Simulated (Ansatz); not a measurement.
C2H9FOSi2, SMILES CO[Si@H](F)[SiH2]C.

Geometry: B3LYP-D3(BJ)/def2-SVP. The structure was generated by enumeration; whether it is a known compound was not checked. The values are those of a single conformer.

Two levels are set side by side: PBE/def2-SVPD (Ansatz, a program for electronic structure) and CAM-B3LYP/def2-SVPD (Ansatz). Energy differences of separate SCF runs at the same geometry; the states with an electron removed or added have multiplicity 2 and 2. Differences are taken from unrounded values.

| quantity | CAM-B3LYP | PBE | PBE minus CAM-B3LYP |
|---|---|---|---|
| vertical ionisation energy (eV) | 10.16 | 9.54 | -0.62 |
| vertical singlet–triplet gap (eV) | 6.20 | 5.54 | -0.65 |
